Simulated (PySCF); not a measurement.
# Hartree-Fock beside MP2: BGeH2N

Calculated results; nothing here was measured. They come from PySCF 2.14.0, an open-source quantum chemistry program, on an isolated molecule that a program drew, which may never have been made. The molecule is BGeH2N (charge 0, singlet), drawn as the SMILES string `N=[B][GeH]`.

The geometry was optimised and harmonic frequencies were computed with HF and MP2, all in the cc-pVDZ basis, for the commonest isotopes, with a restricted reference for singlets and an unrestricted one otherwise, and a frozen core in MP2. Germanium has the cc-pVDZ-PP basis, with a core potential (ECP10MDF) in place of its 10 inner electrons, and its 3s, 3p and 3d shells are frozen in MP2. Each result is a local minimum of its method.

Geometry at the HF minimum:
```xyz
5
BGeH2N, angstrom
N    -0.6692   -0.8791   -1.1437
B    -0.0602   -1.7678   -1.7411
Ge    0.8683   -3.3025   -2.8586
H    -1.1408   -0.1662   -0.6527
H     2.1579   -3.2995   -1.9456
```

Lengths of the bonds as drawn, in Å (atoms numbered as above):
```
bond,HF,MP2
N1-B2,1.232,1.263
B2-Ge3,2.113,2.100
N1-H4,0.986,1.003
Ge3-H5,1.580,1.589
```

Rotational constants, in GHz:
```
constant     HF    MP2
       A  203.3  198.6
       B  2.975  2.958
       C  2.932  2.914
```

Harmonic frequencies in cm^-1, each column in rising order, so a row needn't be the same motion in every method:
```
rank,HF,MP2
1,237,196
2,256,216
3,400,399
4,488,424
5,604,539
6,750,?
7,2022,1843
8,2042,1977
9,4079,3851
```

**Estimate the missing MP2 frequency from the HF column.**

A single factor s that minimises the squared misfit of MP2 against s times HF over the other rows is sum(HF x MP2) / sum(HF^2) = 0.9412, with an rms misfit of 37 cm^-1. For rank 6 it gives 0.9412 x 750 = 706 cm^-1. The calculation gives 696 cm^-1, 10 cm^-1 below the estimate. The drawn bonds are on average 1.0 % longer in MP2 than in HF.
